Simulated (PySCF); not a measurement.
**Sulfur: a sound run and one with changed settings**

Sound run: S⁺ [Ne] 3s2 3p3, S²⁺ [Ne] 3s2 3p2. All numbers are calculated (PySCF 2.14, no relativity, point nucleus, in cc-pV(T+d)Z). The sound run starts from symmetry-adapted Hartree-Fock orbitals and uses a fine grid where one is needed.

Changed run: radial step 1.2 in ln r (0.13 in the sound run). This setting is unsound on purpose.

```json
{"species": "S⁺", "method": "UHF", "sound run (hartree)": "-397.17001", "changed run (hartree)": "-397.17001", "converged": "yes"}
{"species": "S⁺", "method": "r2SCAN", "sound run (hartree)": "-397.70850", "changed run (hartree)": "-399.38134", "converged": "yes"}
{"species": "S⁺", "method": "BP86", "sound run (hartree)": "-397.76640", "changed run (hartree)": "-399.37040", "converged": "yes"}
{"species": "S²⁺", "method": "UHF", "sound run (hartree)": "-396.33505", "changed run (hartree)": "-396.33505", "converged": "yes"}
{"species": "S²⁺", "method": "r2SCAN", "sound run (hartree)": "-396.84408", "changed run (hartree)": "-398.28593", "converged": "yes"}
{"species": "S²⁺", "method": "BP86", "sound run (hartree)": "-396.90845", "changed run (hartree)": "-398.32526", "converged": "yes"}
```

Ionisation energy of S⁺:

```tsv
method	sound run (eV)	changed run (eV)
UHF	22.720	22.720
r2SCAN	23.522	29.808
BP86	23.346	28.440
```

A coarse radial grid mis-integrates the density and the exchange-correlation energy, with errors of either sign; Hartree-Fock needs no grid.

For comparison, NIST gives 23.338 eV between the lowest levels.
